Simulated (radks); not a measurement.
The numbers below are computed, except where a source is named.
In+, configuration [Kr] 4d10 5s2. Level of theory: scalar-relativistic Kohn-Sham, exchange-only LDA, spin-polarised, spherical densities, finite nucleus; Fermi nuclear charge, rms radius 4.6156 fm (a radial shooting solver on a logarithmic mesh with Libxc functionals).

X-ray form factor f0, the Fourier transform of the density (f0(0) = 48):

sin(theta)/lambda (1/angstrom)  f0 (electrons)
0.05                                    47.267
0.1                                     45.299
0.15                                    42.610
0.2                                     39.667
0.25                                    36.755
0.3                                     34.008
0.4                                     29.214
0.5                                     25.433
0.6                                     22.575
0.8                                     18.727
1                                       16.012
1.25                                    13.060
1.5                                     10.492
2                                        7.100
